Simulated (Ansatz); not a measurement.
Geometry optimisation, Ansatz 0.2.0, RHF/6-31G*.

Input file:

```yaml
crystal:
  periodic: [false, false, false]
  atoms:
    - { symbol: "N", position_ang: [-1.8362, 1.6372, 0.2293] }
    - { symbol: Si, position_ang: [-0.9775, 0.4077, 0.8602] }
    - { symbol: Si, position_ang: [1.6051, 0.6712, 0.6098] }
    - { symbol: C, position_ang: [0.3586, 0.0613, -0.3499] }
    - { symbol: Si, position_ang: [0.493, -1.8012, -0.7401] }
    - { symbol: H, position_ang: [-2.259, 1.4349, -0.6921] }
    - { symbol: H, position_ang: [-1.265, 2.4947, 0.0559] }
    - { symbol: H, position_ang: [-1.6457, -0.8298, 1.1696] }
    - { symbol: H, position_ang: [2.0218, -0.0208, 1.9138] }
    - { symbol: H, position_ang: [1.726, 2.1493, 0.7608] }
    - { symbol: H, position_ang: [0.1511, 0.5528, -1.2752] }
    - { symbol: H, position_ang: [0.7007, -2.5738, 0.5361] }
    - { symbol: H, position_ang: [1.6342, -1.9407, -1.6027] }
    - { symbol: H, position_ang: [-0.7201, -2.2722, -1.4468] }
basis:
  gaussian: { orbitals: "6-31G*" }
hamiltonian:
  xc: hf
relax:
  f_tol: 0.015
  max_steps: 40
```

Run as:

```bash
$ ansatz run input.yaml --threads 1 --pin off --max-ram 2048MiB --backend cpu --events-out ev --progress --plain --runs-dir out
```

Q: Where does it end, and by what steps?

A: The forces met the threshold. After 13 steps the energy has fallen by 3.080 eV; H6 moved furthest, 0.73 Å.

```tsv
step	energy less start (eV)	largest force component (eV/Å)	accepted
0	0.0000	5.892	yes
1	-1.7293	3.246	yes
2	-2.5252	1.233	yes
3	-2.9325	0.638	yes
4	-3.0338	0.249	yes
5	-3.0486	0.476	yes
6	-3.0642	0.272	yes
7	-3.0733	0.154	yes
8	-3.0760	0.106	yes
9	-3.0789	0.054	yes
10	-3.0797	0.016	yes
11	-3.0798	0.038	yes
12	-3.0798	0.050	yes
13	-3.0799	0.009	yes
```

```xyz
14
Properties=species:S:1:pos:R:3
N -1.968 1.829 0.266
Si -0.922 0.536 0.685
Si 1.296 0.768 0.928
C 0.403 -0.120 -0.524
Si 0.631 -1.945 -0.830
H -2.799 1.681 -0.267
H -1.642 2.768 0.196
H -1.667 -0.535 1.362
H 2.114 -0.062 1.827
H 1.989 2.017 0.563
H 0.473 0.449 -1.447
H 0.531 -2.692 0.443
H 1.952 -2.246 -1.426
H -0.405 -2.476 -1.746
```

Whether the end is a true minimum wasn't checked by a vibrational analysis.

The run took 47 s on 1 CPU thread of a shared host.
